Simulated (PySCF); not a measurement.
## Electron correlation in Si⁹⁺ (silicon, charge +9)

[He] 2s2 2p1, 2P determinant. All numbers are calculated (PySCF 2.14, no relativity, point nucleus, in an uncontracted even-tempered set (18 s from 0.72 bohr⁻², ratio 2.2; 11 p from 0.94 bohr⁻², ratio 2.2; 6 d from 5.3 bohr⁻², ratio 2.4; 5 f from 8 bohr⁻², ratio 2.4; 5 g from 12 bohr⁻², ratio 2.4)). Frozen: nothing; 5 electrons correlated; the 11 highest virtual orbitals of each spin left out.

MP2 pair energies summed by pair of shells (mhartree):

```csv
pair,energy,share (%)
2s-2s,-64.74,41.2
1s-1s,-40.19,25.6
2s-2p,-32.63,20.8
1s-2s,-11.82,7.5
1s-2p,-7.75,4.9
```

Total MP2 correlation energy: -157.14 mhartree.

Same-spin part -10.99 and opposite-spin part -146.15 mhartree; SCS-MP2 scales them by 1/3 and 6/5 to -179.04 mhartree.
